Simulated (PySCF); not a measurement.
P (SMILES [P+]), charge +1, triplet; B3LYP/aug-cc-pVDZ in PySCF.

The PySCF input:
```python
from pyscf import gto, scf, dft

mol = gto.M(
    atom='''
P     0.00000000    0.00000000    0.00000000
''',
    basis='aug-cc-pvdz',
    charge=1,
    spin=2,
    verbose=4,
)

mf = dft.UKS(mol)
mf.xc = 'b3lyp'
mf.kernel()
```

### Question
Predict the main parts of the log of this PySCF run.

### Answer

```
PySCF version 2.14.0

[INPUT] verbose = 4
[INPUT] num. atoms = 1
[INPUT] num. electrons = 14
[INPUT] charge = 1
[INPUT] spin (= nelec alpha-beta = 2S) = 2
[INPUT] symmetry False subgroup None
[INPUT] Mole.unit = angstrom
[INPUT] Symbol           X                Y                Z      unit          X                Y                Z       unit  Magmom
[INPUT]  1 P      0.000000000000   0.000000000000   0.000000000000 AA    0.000000000000   0.000000000000   0.000000000000 Bohr   0.0

nuclear repulsion = 0
number of shells = 8
number of NR pGTOs = 50
number of NR cGTOs = 27
basis = aug-cc-pvdz
ecp = {}

******** <class 'pyscf.dft.uks.UKS'> ********
method = UKS
initial guess = minao
damping factor = 0
level_shift factor = 0
DIIS = <class 'pyscf.scf.diis.CDIIS'>
diis_start_cycle = 1
diis_space = 8
diis_damp = 0
SCF conv_tol = 1e-09
SCF conv_tol_grad = None
SCF max_cycles = 50
direct_scf = True
direct_scf_tol = 1e-13
number electrons alpha = 8  beta = 6
XC library pyscf.dft.libxc version 7.1.2
    S. Lehtola, C. Steigemann, M. J. T. Oliveira, and M. A. L. Marques,  SoftwareX 7, 1–5 (2018)
XC functionals = b3lyp
    P. J. Stephens, F. J. Devlin, C. F. Chabalowski, and M. J. Frisch,  J. Phys. Chem. 98, 11623 (1994)
radial grids:
    Treutler-Ahlrichs [JCP 102, 346 (1995); DOI:10.1063/1.469408] (M4) radial grids

becke partition: Becke, JCP 88, 2547 (1988); DOI:10.1063/1.454033
pruning grids: <function nwchem_prune>
grids dens level: 3
symmetrized grids: False
atomic radii adjust function: <function treutler_atomic_radii_adjust>
small_rho_cutoff = 0
Set gradient conv threshold to 3.16228e-05
tot grids = 19184
init E= -341.150166215331

cycle= 1 E= -340.850716467258  delta_E= 0.299  |g|= 0.199  |ddm|= 0.716
cycle= 2 E= -340.893229893587  delta_E= -0.0425  |g|= 0.0639  |ddm|= 0.479
cycle= 3 E= -340.895684400716  delta_E= -0.00245  |g|= 0.0043  |ddm|= 0.127
cycle= 4 E= -340.895704670404  delta_E= -2.03e-05  |g|= 0.000574  |ddm|= 0.0108
cycle= 5 E= -340.89570508003  delta_E= -4.1e-07  |g|= 3.93e-05  |ddm|= 0.00101
cycle= 6 E= -340.895705081834  delta_E= -1.8e-09  |g|= 1.64e-06  |ddm|= 7.82e-05
cycle= 7 E= -340.895705081837  delta_E= -3.52e-12  |g|= 9.86e-08  |ddm|= 4.07e-06
Extra cycle  E= -340.895705081837  delta_E= -1.14e-13  |g|= 3.14e-08  |ddm|= 3.4e-07
converged SCF energy = -340.895705081837  <S^2> = 2.003162  2S+1 = 3.0021072
```
